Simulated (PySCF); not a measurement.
## Static response to an electric field

Compound: C5H10NOP.
Cartesian coordinates in Å at the GFN2-xTB level; atoms count from 1:
```xyz
18
C5H10NOP angstrom
C      2.740   -1.008   -0.319
O      2.532    0.394   -0.296
C      1.483    0.818    0.390
C      0.813    1.915    0.719
P      0.022    0.424    1.405
N     -1.142   -0.102    0.245
C     -1.364    0.516   -1.038
C     -2.292   -0.817    0.751
H      3.808   -1.188   -0.189
H      2.180   -1.497    0.482
H      2.419   -1.409   -1.285
H      0.817    2.977    0.610
H     -1.563   -0.257   -1.787
H     -2.218    1.203   -1.017
H     -0.477    1.072   -1.337
H     -2.076   -1.169    1.759
H     -2.504   -1.680    0.113
H     -3.187   -0.185    0.781
```

Level: wB97X-D/def2-SVPD (PySCF), static field, nuclei fixed, core orbitals frozen in the response. The polarisability tensor in these axes (au):

```
x   110.45   2.60  -3.91
y     2.60  92.56   1.69
z    -3.91   1.69  84.93
```

Q: Diagonalise the tensor; give its mean and Δα, where Δα² is half the sum of the squared differences of the eigenvalues.

A: Principal values 83.85, 92.77 and 111.32 au; mean 95.98 au = 14.22 Å³ = 15.82 × 10⁻⁴⁰ C²·m²/J; Δα = 24.28 au (25 % of the mean).

Q: What is the dipole moment, and where does it point?

A: (-0.27, -1.09, -1.16) D, 1.61 D in size, pointing from the negative to the positive side. Measured along this direction, the outermost atoms are H12 at the negative end and H13 at the positive end.

Q: How large is μ²/3kT at 400 K beside α?

A: In Gaussian units μ²/3kT = 15.74 Å³ against 14.22 Å³, a ratio of 1.11; the Debye molar polarisation (4π/3)N_A(α + μ²/3kT) is 75.6 cm³/mol, leaving out the vibrational part.

Q: What would n − 1 = 2πNα be for an ideal gas of these molecules at 350 K and 1 atm, electronic part alone?

A: N = p/kT = 2.0968 × 10¹⁹ cm⁻³, so n − 1 = 2π × N × 14.22 × 10⁻²⁴ cm³ = 1874 × 10⁻⁶ at long wavelengths.

Q: Find the Langevin capture rate constant for O2+ (31.990 u) meeting this molecule (131.050 u), k = 2.342 × 10⁻⁹ cm³/s × √(α in Å³ / reduced mass in u).

A: The reduced mass is 25.71 u, so k = 1.74 × 10⁻⁹ cm³/s. The formula leaves out the permanent dipole, which adds to the capture rate.

Geometry: GFN2-xTB, one conformer, isolated molecule.
